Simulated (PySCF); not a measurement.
PySCF was given this input:
```python
from pyscf import gto, scf
from pyscf.geomopt import geometric_solver

mol = gto.Mole()
mol.atom = '''
    Te    0.12261947    0.10395494   -0.02390780
    H    -1.16972756   -1.13217443   -0.14655185
    H     1.12137396   -1.23028873   -0.09886480
'''
mol.basis = '3-21g'
mol.charge = 1
mol.spin = 1
mol.verbose = 3
mol.build()

def method(m):
    mf = scf.UHF(m)
    return mf

conv, mol_eq = geometric_solver.kernel(method(mol), maxsteps=100)
print('optimisation converged:', conv)
print(mol_eq.tostring(format='xyz'))
mf = method(mol_eq)
mf.kernel()
```

**Question.** What does this run give for the number of basis functions, <S^2>, total energy at the end of the optimisation, HOMO energy, nuclear repulsion energy, Mulliken (on the basis functions themselves) charges in atom order?

**Answer.** 
```json
{
  "number_of_basis_functions": "35",
  "<S^2>": "0.762",
  "total_energy_at_the_end_of_the_optimisation": "-13167.059024 Ry",
  "HOMO energy": "-17.98 eV",
  "nuclear_repulsion_energy": "33.0282 Eh",
  "Mulliken (on the basis functions themselves) charges in atom order": "Te1 1.03, H2 -0.01, H3 -0.01"
}
```

These values belong to the state on which the SCF converged, which isn't shown to be the lowest.
